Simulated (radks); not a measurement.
Results of a calculation; reference values are marked as such.
Neutral germanium inside a hard spherical wall (all orbitals vanish at R), configuration held at [Ar] 3d10 4s2 4p2 and not refilled when levels cross. Level of theory: non-relativistic Kohn-Sham, PBE, spin-polarised, spherical densities, point nucleus; open shells are filled with parallel spins first (a radial shooting solver on a logarithmic mesh with Libxc functionals). Eigenvalues in eV for spin up, with the zero of energy where the potential of the charges vanishes at infinity; a dash marks a level that is unbound or too diffuse for the functional's potential to be trusted. A positive occupied level is held by the wall or, in an anion where self-interaction has pushed it up, behind a barrier. The pressure on the wall is -dE/dV.

R (bohr)  E (hartree)  kinetic (hartree)    e(3p)    e(3d)    e(4s)   e(4p)  e(5s, empty)  e(5p, empty)  pressure (GPa)
free      -2076.66022           2075.316  -114.19  -30.002  -11.904  -4.451             -             -               0
20        -2076.66022           2075.316  -114.19  -30.002  -11.904  -4.451             -             -        < 0.0001
15        -2076.66022           2075.316  -114.19  -30.002  -11.904  -4.451        -0.489         0.521        < 0.0001
8         -2076.65718           2075.339  -113.97  -29.788  -11.744  -4.280         1.553         4.294           0.124
7         -2076.65092           2075.379  -113.68  -29.503  -11.539  -4.038         3.154         6.697           0.502
5         -2076.56253           2075.816  -111.50  -27.359   -9.955  -1.954        13.021        19.454            11.4
1.5       -2048.27686           2159.862  -28.508   59.711   175.85  201.14        561.79        572.89           78500
